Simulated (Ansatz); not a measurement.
A run on `CC(C#N)(C#N)C#N` with other settings.

```yaml
crystal:
  periodic: [false, false, false]
  atoms:
    - {symbol: C, position_ang: [-0.783984, -0.596045, -0.772022]}
    - {symbol: C, position_ang: [0.185199, 0.140797, 0.182346]}
    - {symbol: C, position_ang: [1.565966, -0.000319, -0.306958]}
    - {symbol: N, position_ang: [2.626653, -0.134659, -0.723027]}
    - {symbol: C, position_ang: [-0.165596, 1.568901, 0.239811]}
    - {symbol: N, position_ang: [-0.472907, 2.674129, 0.255572]}
    - {symbol: C, position_ang: [0.087337, -0.437517, 1.532093]}
    - {symbol: N, position_ang: [-0.019982, -0.917252, 2.568700]}
    - {symbol: H, position_ang: [-1.801985, -0.485810, -0.401722]}
    - {symbol: H, position_ang: [-0.704210, -0.161314, -1.767133]}
    - {symbol: H, position_ang: [-0.516502, -1.650931, -0.807662]}
basis:
  gaussian: {orbitals: cc-pVTZ-DK}
hamiltonian: {xc: {name: B97M-V}}
output: {forces: true}
```

```sh
$ ansatz run in.yaml --threads 2 --pin off --events-out ev --progress --plain --max-ram 32768MiB --backend cuda --devices 0, --max-vram 18GiB
```

It prints (some lines left out):

```
Functional definition: B97M-V
1539 factors; their error is unknown
mean field evaluation 1: about -9697.5174 eV, gradient 7.4e1 eV
mean field evaluation 2: about -9669.2377 eV, gradient 1.4e2 eV
mean field evaluation 4: about -9708.2666 eV, gradient 6.6e0 eV
mean field evaluation 8: about -9708.3586 eV, gradient 2.8e-1 eV
mean field evaluation 16: about -9708.3250 eV, gradient 1.5e-3 eV
mean field -9708.32496016 eV, -356.7743617468 hartree, gradient 2.5e-5 eV, S^2 0.000000; 0 other end points of the search recorded, 0 dependent functions left out
reference -9708.32500978 eV, -356.7743635704 hartree; 27, 27 occupied and 255, 255 virtual orbitals, 1539 factors
Total energy: -9708.32500978 eV, -356.7743635704 hartree
Relativity: scalar
Atom 0 at    -0.783984    -0.596045    -0.772022 Å, force    -0.094371    -0.072293    -0.093761 eV/Å
Atom 1 at     0.185199     0.140797     0.182346 Å, force     0.055663     0.042336     0.054725 eV/Å
Atom 2 at     1.565966    -0.000319    -0.306958 Å, force    -0.251910     0.025274     0.088702 eV/Å
Atom 3 at     2.626653    -0.134659    -0.723027 Å, force     0.135956    -0.019236    -0.056580 eV/Å
Atom 4 at    -0.165596     1.568901     0.239811 Å, force     0.062921    -0.260508    -0.011214 eV/Å
Atom 5 at    -0.472907     2.674129     0.255572 Å, force    -0.042140     0.142568    -0.000133 eV/Å
Atom 6 at     0.087337    -0.437517     1.532093 Å, force     0.017312     0.104654    -0.246369 eV/Å
Atom 7 at    -0.019982    -0.917252     2.568700 Å, force    -0.016319    -0.064272     0.133074 eV/Å
Atom 8 at    -1.801985    -0.485810    -0.401722 Å, force     0.219645    -0.028033    -0.086471 eV/Å
Atom 9 at    -0.704210    -0.161314    -1.767133 Å, force    -0.022679    -0.099571     0.214862 eV/Å
Atom 10 at    -0.516502    -1.650931    -0.807662 Å, force    -0.064079     0.229082     0.003165 eV/Å
Dipole moment:    -0.477139    -0.362752    -0.469878 e Å
```

Hardware: 2 threads of an AMD EPYC 7R13 on a shared host and a share of an NVIDIA H100 80 GB. Wall time 9 s, peak host memory 0.89 GiB.
